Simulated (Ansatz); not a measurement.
Geometry optimisation, RKS PBE0/def2-mTZVP in Ansatz 0.2.0.

Input file:

```yaml
crystal:
  periodic: [false, false, false]
  atoms:
    - { symbol: W, position_ang: [0.0, 0.0, 0.0] }
    - { symbol: O, position_ang: [0.9539, 0.0, 1.9156] }
    - { symbol: H, position_ang: [0.0444, -0.2814, 2.2528] }
    - { symbol: H, position_ang: [1.7505, 0.0, 0.7888] }
    - { symbol: H, position_ang: [0.0, 1.72, 0.0] }
    - { symbol: H, position_ang: [-1.72, 0.0, 0.0] }
    - { symbol: H, position_ang: [0.0, -1.72, 0.0] }
    - { symbol: H, position_ang: [0.0, 0.0, -1.72] }
basis:
  gaussian: { orbitals: def2-mTZVP }
hamiltonian:
  xc: pbe0
relax:
  f_tol: 0.15
  max_steps: 25
  restrain:
    - { distance: [1, 3], at: 2.21, k: 30.0 }
    - { distance: [0, 1], at: 1.94, k: 30.0 }
    - { distance: [0, 3], at: 1.72, k: 30.0 }
output:
  orbitals: {}
```

Run as:

```bash
$ ansatz run input.yaml --threads 1 --pin off --max-ram 2048MiB --backend cpu --events-out ev --progress --plain --runs-dir out
```

Where does it end, and by what steps?

The forces met the threshold. The restraints hold the end off the free minimum. After 11 steps the energy has fallen by 7.242 eV (the restraints' own energy left out); H8 moved furthest, 1.09 Å.

```tsv
step	energy less start (eV)	largest force component (eV/Å)	accepted
0	0.0000	4.959	yes
1	-1.3728	6.510	yes
2	-2.7071	3.482	yes
3	-3.9759	1.567	yes
4	-5.1639	1.003	yes
5	-5.8690	1.242	yes
6	-6.4403	1.374	yes
7	-6.8616	1.286	yes
8	-7.1526	0.826	yes
9	-7.2316	0.743	yes
10	-7.2361	0.897	yes
11	-7.2422	0.932	yes
```

```xyz
8
Properties=species:S:1:pos:R:3
W -0.079 -0.126 0.296
O 0.712 -0.118 2.039
H 0.168 -0.601 2.688
H 1.361 0.748 0.101
H -0.120 1.244 -0.688
H -1.593 0.677 0.262
H -0.234 -1.707 -0.351
H 0.813 -0.398 -1.110
```

The run took 49 s on 1 thread of Arm Neoverse V1 (shared host), peak memory 0.15 GiB.
